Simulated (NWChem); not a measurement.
System: C2H6N, doublet; SMILES C[CH]N

The following NWChem deck was run.

```
start job
memory heap 200 mb stack 900 mb global 1100 mb
geometry units angstroms
  C      0.190104     1.247043    -0.016604
  C     -0.516132    -0.053393     0.111354
  N      0.216015    -1.220538    -0.099023
  H     -0.464742     2.081045     0.275295
  H      1.084550     1.290261     0.632211
  H      0.543626     1.451368    -1.049817
  H     -1.570995    -0.116906    -0.175302
  H      1.139029    -1.218604     0.327391
  H     -0.276538    -2.076152     0.135332
end
basis spherical
  * library 6-31g*
end
dft
  odft
  mult 2
  xc pbe0
  iterations 150
end
driver
  maxiter 120
end
task dft optimize
task dft freq
```

No stability test was run on the SCF state.

The level has its own optimisation; frequencies are unscaled. Brackets give each atom's bonded neighbours.

**Question.** Give the results of this calculation. (PBE0/6-31G* (spherical d), spin-unrestricted.) Quantities: basis functions; r C–C (Å); r C–N (Å); r C–H [C(CHN)–H(C)] (Å); r H–N (Å); highest harmonic frequency (cm⁻¹); lowest (cm⁻¹); zero-point energy (kcal/mol); dipole (D).

**Answer.** 
```json
{
 "number_of_basis_functions": "54",
 "r C–C (Å)": "1.488",
 "r C–N (Å)": "1.400",
 "r C–H [C(CHN)–H(C)] (Å)": "1.088",
 "r H–N (Å)": "1.014",
 "highest harmonic frequency (cm⁻¹)": "3649",
 "lowest (cm⁻¹)": "187",
 "zero-point energy (kcal/mol)": "50.1",
 "dipole (D)": "1.07"
}
```
